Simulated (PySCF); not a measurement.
Broadened absorption spectrum of C2H5ClSi2

Compound: C2H5ClSi2.
InChI=1S/C2H5ClSi2/c3-5-2-1-4/h5H2,4H3

Method used: TDDFT B3LYP/def2-SVPD, vertical, gas phase, core orbitals frozen in the response in PySCF. Geometry: PBE0-D3(BJ)/def2-SVP; no solvent, vibrations or thermal averaging.

Each state is given a Gaussian of 0.25 eV full width at half maximum, with ε(max) = 2.175×10⁸ f / Δν̃ (Δν̃ the width in cm⁻¹). The width is an assumption, not a result. The curve ends short of the highest state used, and states not computed would add to its high-energy end.

| E (eV) | ε (L mol⁻¹ cm⁻¹) |
| --- | --- |
| 4.90 | 0 |
| 4.93 | 0 |
| 4.97 | 1 |
| 5.00 | 2 |
| 5.04 | 5 |
| 5.07 | 9 |
| 5.10 | 15 |
| 5.14 | 26 |
| 5.17 | 37 |
| 5.21 | 53 |
| 5.24 | 70 |
| 5.28 | 103 |
| 5.31 | 146 |
| 5.34 | 217 |
| 5.38 | 372 |
| 5.41 | 537 |
| 5.45 | 805 |
| 5.48 | 1008 |
| 5.52 | 1216 |
| 5.55 | 1285 |
| 5.59 | 1233 |
| 5.62 | 1099 |
| 5.65 | 913 |
| 5.69 | 642 |
| 5.72 | 456 |
| 5.76 | 262 |
| 5.79 | 161 |
| 5.83 | 77 |
| 5.86 | 41 |
| 5.90 | 16 |
| 5.93 | 7 |
| 5.96 | 3 |
| 6.00 | 1 |
| 6.03 | 0 |
| 6.07 | 0 |
| 6.10 | 1 |
| 6.14 | 3 |
| 6.17 | 7 |
| 6.21 | 20 |
| 6.24 | 38 |
| 6.27 | 69 |
| 6.31 | 140 |
| 6.34 | 226 |
| 6.38 | 408 |
| 6.41 | 624 |
| 6.45 | 1074 |
| 6.48 | 1574 |
| 6.52 | 2473 |
| 6.55 | 3274 |
| 6.58 | 4085 |
| 6.62 | 4973 |
| 6.65 | 5379 |
| 6.69 | 5610 |
| 6.72 | 5774 |
| 6.76 | 6551 |
| 6.79 | 7966 |

Problem. Where are the band maxima, and which computed states make them?

Solution. 223 nm (5.56 eV), ε about 1300, made up of S2 (92%) (ε in L mol⁻¹ cm⁻¹; maxima over ε = 5, shares over 10%). At its high-energy end, 6.79 eV, the curve is still rising (ε about 8000, from S5 and S6). The states used: S1 5.27 eV (f 0.0005); S2 5.55 eV (f 0.011); S3 5.66 eV (f 0.0015); S4 6.46 eV (f 0.0031); S5 6.66 eV (f 0.047); S6 6.97 eV (f 0.216); S7 7.16 eV (f 0.0002); S8 7.25 eV (f 0.456); S9 7.26 eV (f 0.0013); S10 7.39 eV (f 0.306).

Problem. On this curve, what absorbance would a 10⁻⁵ mol/L sample give at 248 nm over a 1 cm path?

Solution. 248 nm is 4.999 eV, where ε is about 2 L mol⁻¹ cm⁻¹, so A = ε c l ≈ 2e-05 (Beer–Lambert, with the gas-phase spectrum and the assumed width).

Problem. What would ε be at 5.56 eV, the highest of these maxima, with half the width (0.125 eV)?

Solution. About 2390 L mol⁻¹ cm⁻¹ against 1290, a factor of about 1.9; a lone state at its own centre would give exactly 2.

Problem. Does any computed singlet lie in the visible range?

Solution. No computed singlet lies in the visible range (380 to 750 nm); the lowest, at 235 nm, stands 2.01 eV above its violet end (3.26 eV).

All these states lie below the vertical ionisation energy of 10.20 eV (ΔSCF).

On one thread of an Arm Neoverse V1 (shared host), this took 80 s of wall time.
